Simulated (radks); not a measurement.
The numbers below are computed, except where a source is named.
Species: Nb II. Configuration: [Kr] 4d4. Level of theory: Dirac Kohn-Sham, HCTH/407, spin-unpolarised, spherical densities, finite nucleus; open shells are shared between the two j in proportion to 2j + 1; Fermi nuclear charge, rms radius 4.324 fm (a radial shooting solver on a logarithmic mesh with Libxc functionals). Some entries of the table are withheld. Estimate them.

orbital,occ.,eigenvalue (eV),r(max) (bohr)
1s1/2,2,-18799.17,0.02350
2s1/2,2,-2639.084,0.1333
2p1/2,2,(1),0.1038
2p3/2,4,(2),0.1076
3s1/2,2,-446.8570,0.3956
3p1/2,2,-365.6924,(3)
3p3/2,4,-350.1241,(4)
3d3/2,4,-206.5138,0.3322
3d5/2,6,-203.6018,0.3349
4s1/2,2,-65.2176,1.033
4p1/2,2,(5),1.106
4p3/2,4,(6),1.131
4d3/2,1.6,(7),1.467
4d5/2,2.4,(8),1.481

Answer. 
(1) 2p1/2 eigenvalue (eV): -2424.320
(2) 2p3/2 eigenvalue (eV): -2328.524
(3) 3p1/2 r(max) (bohr): 0.3830
(4) 3p3/2 r(max) (bohr): 0.3922
(5) 4p1/2 eigenvalue (eV): -42.8245
(6) 4p3/2 eigenvalue (eV): -40.7261
(7) 4d3/2 eigenvalue (eV): -9.5778
(8) 4d5/2 eigenvalue (eV): -9.4058
